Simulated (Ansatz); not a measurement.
The cluster Cs3F3⁻. The state is a doublet with charge -1. Geometry r2SCAN-D4/def2-SVP, that of the neutral singlet; atoms count from 1.

```xyz
6

Cs    1.127    1.570   -2.036
Cs   -2.664   -0.856   -0.201
Cs    1.537   -0.712    2.237
F     2.258    0.713    0.164
F    -1.307    0.619   -1.884
F    -0.952   -1.334    1.720
```

In the def2 sets Cs takes a core potential; there is no spin–orbit coupling. The highest occupied level of the charge -1 doublet lies above zero (up to 0.62 eV). Energy differences put its binding near zero (-0.08 eV; vertical, against the charge 0 singlet, at PBE0-D4/def2-TZVPD), which leaves it undecided. The structure comes from a short search, and lower isomers may exist.

(1) Estimate the Mulliken populations from the PBE0/def2-TZVPD orbitals of Ansatz.

(2) Where does the spin sit?

Answers

(1) 
```json
{"atom": "Cs1", "charge (e)": "0.54", "spin (α − β)": "0.34"}
{"atom": "Cs2", "charge (e)": "0.55", "spin (α − β)": "0.33"}
{"atom": "Cs3", "charge (e)": "0.54", "spin (α − β)": "0.33"}
{"atom": "F4", "charge (e)": "-0.87", "spin (α − β)": "0.00"}
{"atom": "F5", "charge (e)": "-0.87", "spin (α − β)": "0.00"}
{"atom": "F6", "charge (e)": "-0.87", "spin (α − β)": "0.00"}
```
Mulliken values depend strongly on the basis. With diffuse functions, as here, like atoms can get unlike values, and bond orders can come out too low or too high.

(2) Summed by element: Cs 0.99, F 0.01, of 1 unpaired in all. Largest on single atoms: Cs1 0.34, Cs3 0.33, Cs2 0.33.
